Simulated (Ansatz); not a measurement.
Start from `O[SiH2][SnH2][OH]` and change one atom or group to get `[CH3][SnH2][SiH2]O`.

Ansatz, PBE0-D4/def2-TZVP geometries, multiplicity 1. Each molecule was computed in one conformer, which needn't be the lowest.

Elements past krypton have def2 core potentials.

```csv
property,`O[SiH2][SnH2][OH]`
HOMO energy (ωB97M-V/def2-TZVPP) / eV,-9.47
HOMO–LUMO gap (PBE0/def2-TZVPP) / eV,6.48
LUMO energy (ωB97M-V/def2-TZVPP) / eV,0.66
size of the dipole moment (PBE/def2-TZVPP) / D,2.61
size of the dipole moment (B3LYP/def2-TZVPP) / D,2.76
HOMO energy (PBE0/def2-TZVPP) / eV,-7.40
```

What does the change do to each property? (Best estimate.)

Computed: 
```
                                        property  `[CH3][SnH2][SiH2]O`  shift
           HOMO energy (ωB97M-V/def2-TZVPP) / eV                 -9.33   0.14
            HOMO–LUMO gap (PBE0/def2-TZVPP) / eV                  6.86   0.38
           LUMO energy (ωB97M-V/def2-TZVPP) / eV                  1.14   0.48
  size of the dipole moment (PBE/def2-TZVPP) / D                  0.86  -1.75
size of the dipole moment (B3LYP/def2-TZVPP) / D                  0.83  -1.93
              HOMO energy (PBE0/def2-TZVPP) / eV                 -7.31   0.09
```

With PBE0 the HOMO rises by 0.09 eV and the LUMO rises by 0.47 eV, so the gap widens by about 0.38 eV. PBE moves the HOMO by -0.06 eV and ωB97M-V by 0.14 eV. Dipoles are sizes alone; their direction can turn.

B3LYP here is the variant with VWN-RPA as its local correlation; programs differ in this.
